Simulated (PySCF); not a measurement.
CH4ClGeO, CH5GeO2, C2H10GeSi, Cl2GeH4Si and others (calculated)

Computed with PySCF 2.14.0. Calculation on a computer-drawn molecule: optimised geometry and harmonic frequencies of an isolated molecule of the commonest isotopes, restricted reference for singlets and unrestricted otherwise, frozen core in MP2; on germanium a core potential holds 10 electrons, which the energies leave out, and 3d is frozen in MP2 and coupled-cluster steps.

Common to all runs: basis and core potential on germanium cc-pVDZ-PP ECP10MDF.

(1) CH4ClGeO

Start structure:
```xyz
8
CH4ClGeO
C      0.8011     0.8085     1.9242
O      0.4767     1.6396     0.7974
Ge    -0.9391     1.7565    -0.1775
Cl    -0.4434     3.6021    -1.1945
H      1.5880     1.3284     2.5536
H     -0.0353     0.5812     2.5466
H      1.1970    -0.1147     1.5697
H     -2.1277     2.2366     0.8982
```

- charge: 0
- multiplicity: 2
- method: HF
- basis: cc-pV(D+d)Z
- rotational constants: 10.04, 1.946, 1.671 GHz
- total energy: -867.9644 hartree
- spin squared: 0.7582
- convergence status largest gradient component: 2.935e-06 hartree/bohr

Drawn bonds:
```csv
atom,other atom,order
1,2,1
2,3,1
3,4,1
1,5,1
1,6,1
1,7,1
3,8,1
```

Optimised structure:
```xyz
8
CH4ClGeO
C      0.7969     0.8374     1.9323
O      0.6463     1.7300     0.8597
Ge    -0.8122     1.8338    -0.1332
Cl    -0.6177     3.7043    -1.2086
H      1.6906     1.1270     2.4838
H     -0.0556     0.8713     2.6189
H      0.9251    -0.1921     1.5858
H     -2.0561     1.9264     0.7789
```

Modes:
```csv
frequency (cm⁻¹),reduced mass (dalton)
49.51,2.463
94.35,1.253
135,5.616
264.3,4.575
431.2,32.52
659.1,3.147
670.6,1.33
730.9,1.098
1193,7.427
1266,1.267
1290,1.361
1592,1.137
1599,1.05
1605,1.045
2114,1.021
3155,1.036
3219,1.106
3272,1.102
```

(2) CH5GeO2

Start structure:
```xyz
9
CH5GeO2
C     -1.2825    -0.2775    -1.5676
O     -2.1665    -1.1333    -0.8311
Ge    -2.8577    -1.1243     0.7377
O     -1.3988    -0.4662     1.7717
H     -1.9513     0.4385    -2.1349
H     -0.6804     0.2547    -0.8274
H     -0.7342    -0.8168    -2.2345
H     -2.7318    -2.7256     0.9479
H     -1.5873    -0.3209     2.6093
```

* charge: 0
* multiplicity: 2
* method: HF
* basis: cc-pVDZ
* rotational constants: 8.915, 3.56, 2.687 GHz
* total energy: -483.8822 hartree
* spin squared: 0.7586
* convergence status largest gradient component: 3.822e-06 hartree/bohr

Drawn bonds:
```csv
atom,other atom,order
1,2,1
2,3,1
3,4,1
1,5,1
1,6,1
1,7,1
3,8,1
4,9,1
```

Optimised structure:
```xyz
9
CH5GeO2
C     -1.2992    -0.2694    -1.5339
O     -1.9760    -1.3309    -0.9133
Ge    -2.6890    -1.2519     0.6996
O     -1.4370    -0.4738     1.7044
H     -1.9863     0.5356    -1.8142
H     -0.5202     0.1448    -0.8905
H     -0.8362    -0.6540    -2.4428
H     -2.9170    -2.7209     1.1172
H     -1.7295    -0.1509     2.5446
```

Modes:
```csv
frequency (cm⁻¹),reduced mass (dalton)
72.06,1.462
98.94,1.966
138.1,1.113
193.7,3.487
317.5,5.094
660.9,5.637
702.7,1.168
723,8.617
733.8,1.11
899.2,1.115
1205,7.635
1269,1.266
1292,1.348
1589,1.134
1601,1.048
1606,1.05
2115,1.021
3161,1.037
3235,1.1
3267,1.107
4158,1.067
```

(3) C2H10GeSi

Start structure:
```xyz
14
C2H10GeSi
C     -1.1959     0.5397    -2.5217
Si    -1.9995     0.5585    -0.7690
Ge    -0.4718    -0.2563     0.8133
C      1.1230    -1.1501     0.0344
H     -0.2495     1.0992    -2.5680
H     -0.9442    -0.4843    -2.7611
H     -1.8220     0.9347    -3.3179
H     -2.2932     1.9816    -0.4270
H     -3.2589    -0.1738    -0.8142
H     -1.1309    -1.3859     1.7068
H      0.0211     0.6588     1.8668
H      0.8945    -1.8688    -0.6020
H      1.7901    -1.5353     0.8462
H      1.7071    -0.3930    -0.5052
```

* charge: 0
* multiplicity: 1
* method: HF
* basis: cc-pV(D+d)Z
* rotational constants: 5.75, 1.739, 1.512 GHz
* total energy: -663.8840 hartree
* convergence status largest gradient component: 1.214e-05 hartree/bohr

Drawn bonds:
```csv
atom,other atom,order
1,2,1
2,3,1
3,4,1
1,5,1
1,6,1
1,7,1
2,8,1
2,9,1
3,10,1
3,11,1
4,12,1
4,13,1
4,14,1
```

Optimised structure:
```xyz
14
C2H10GeSi
C     -1.1823     0.9728    -2.5025
Si    -1.9471     0.3216    -0.9034
Ge    -0.2816    -0.1386     0.7755
C      1.0001    -1.5227     0.2032
H     -0.6376     1.9037    -2.3239
H     -0.4837     0.2470    -2.9274
H     -1.9572     1.1712    -3.2476
H     -2.9113     1.3164    -0.3673
H     -2.7006    -0.9285    -1.1851
H     -0.9671    -0.5988     2.0740
H      0.4947     1.1504     1.1042
H      0.4798    -2.4590    -0.0084
H      1.7359    -1.7040     0.9889
H      1.5280    -1.2065    -0.6989
```

Modes:
```csv
frequency (cm⁻¹),reduced mass (dalton)
45.06,2.333
111.6,2.428
139.1,1.206
168,1.464
186.2,1.452
349.8,4.99
402.6,1.201
478.5,1.156
601.6,1.824
611.2,1.456
648.4,1.05
707.9,2.663
745.2,1.09
774.1,1.32
894.9,1.204
932.4,1.209
951.9,1.173
959.1,1.126
971.8,1.216
1024,1.051
1374,1.218
1391,1.239
1555,1.051
1557,1.05
1561,1.053
1563,1.052
2174,1.023
2188,1.016
2279,1.047
2286,1.034
3168,1.035
3179,1.033
3252,1.102
3253,1.102
3269,1.104
3272,1.104
```

(4) Cl2GeH4Si

Start structure:
```xyz
8
Cl2GeH4Si
Cl    -2.0056     3.4106    -2.3906
Si    -1.6679     1.6618    -1.5828
Ge    -1.1474     2.0447     0.7342
Cl    -0.8968     0.2925     1.7685
H     -2.9393     0.8778    -1.6052
H     -0.6206     0.8638    -2.2024
H      0.1413     2.8992     0.9604
H     -2.2003     2.8151     1.6116
```

- charge: 0
- multiplicity: 1
- method: HF
- basis: cc-pV(D+d)Z
- rotational constants: 6.049, 0.8485, 0.7578 GHz
- total energy: -1503.7480 hartree
- convergence status largest gradient component: 1.395e-05 hartree/bohr

Drawn bonds:
```csv
atom,other atom,order
1,2,1
2,3,1
3,4,1
2,5,1
2,6,1
3,7,1
3,8,1
```

Optimised structure:
```xyz
8
Cl2GeH4Si
Cl    -1.9850     3.4409    -2.4939
Si    -1.7042     1.6373    -1.4962
Ge    -1.1416     2.1266     0.7818
Cl    -0.8544     0.1777     1.7406
H     -2.9595     0.8718    -1.5699
H     -0.6082     0.9116    -2.1591
H      0.1755     2.8783     0.9385
H     -2.2591     2.8212     1.5520
```

Modes:
```csv
frequency (cm⁻¹),reduced mass (dalton)
37.13,7.739
72.29,16.59
148.8,22.91
371.5,1.039
380.7,11.07
415.7,28.53
551,15.41
576.1,1.232
692.3,1.061
746.9,1.022
782,1.06
891.4,1.09
953.4,1.038
1019,1.051
2258,1.025
2260,1.015
2353,1.029
2363,1.054
```

(5) ClGeH3NSi

Start structure:
```xyz
7
ClGeH3NSi
Cl    -0.9568    -0.5856    -2.7497
Si     0.2557    -1.1462    -1.3609
N     -0.1293    -1.6569     0.1141
Ge    -0.6260    -2.0787     1.7099
H      1.7765    -1.1451    -1.6160
H     -0.7646    -1.1133     2.8118
H     -0.9571    -3.5693     1.9663
```

- charge: 1
- multiplicity: 1
- method: HF
- basis: cc-pV(D+d)Z
- rotational constants: 12.68, 0.8649, 0.8187 GHz
- total energy: -1097.7977 hartree
- convergence status largest gradient component: 2.598e-05 hartree/bohr

Drawn bonds:
```csv
atom,other atom,order
1,2,1
2,3,2
3,4,1
2,5,1
4,6,1
4,7,1
```

Optimised structure:
```xyz
7
ClGeH3NSi
Cl    -0.9588    -0.6030    -2.6737
Si     0.3412    -1.1738    -1.2861
N     -0.0879    -1.6345     0.1601
Ge    -0.6499    -2.1111     1.6853
H      1.7249    -1.1277    -1.7280
H     -0.7987    -1.0818     2.7786
H     -0.9723    -3.5632     1.9393
```

Modes:
```csv
frequency (cm⁻¹),reduced mass (dalton)
71.69,13.89
133.1,2.022
186.2,1.492
293.5,13.36
508.1,17.85
608.3,1.281
673.1,1.163
688.7,8.573
721.3,1.075
909.7,1.139
939.2,1.033
1453,13.66
2344,1.014
2360,1.028
2473,1.045
```

(6) ClGeH3NSi

Start structure:
```xyz
7
ClGeH3NSi
Cl    -0.9588    -0.6030    -2.6737
Si     0.3412    -1.1738    -1.2861
N     -0.0879    -1.6345     0.1601
Ge    -0.6499    -2.1111     1.6853
H      1.7249    -1.1277    -1.7280
H     -0.7987    -1.0818     2.7786
H     -0.9723    -3.5632     1.9393
```

* charge: 1
* multiplicity: 1
* method: MP2
* basis: cc-pV(D+d)Z
* rotational constants: 12.53, 0.8418, 0.7977 GHz
* total energy: -1098.2623 hartree
* convergence status largest gradient component: 2.094e-05 hartree/bohr

Drawn bonds:
```csv
atom,other atom,order
1,2,1
2,3,2
3,4,1
2,5,1
4,6,1
4,7,1
```

Optimised structure:
```xyz
7
ClGeH3NSi
Cl    -0.9634    -0.5979    -2.7029
Si     0.3401    -1.1637    -1.3145
N     -0.0903    -1.6342     0.1618
Ge    -0.6612    -2.1195     1.7127
H      1.7410    -1.1248    -1.7271
H     -0.7912    -1.0699     2.8003
H     -0.9766    -3.5851     1.9452
```

Modes:
```csv
frequency (cm⁻¹),reduced mass (dalton)
58.85,14.44
106,3.463
214.1,1.201
263.4,14.83
471.4,17.45
544.4,1.24
628.9,1.14
645.9,1.086
672.8,6.741
850.4,1.16
877.8,1.028
1365,13.99
2270,1.014
2301,1.028
2403,1.045
```
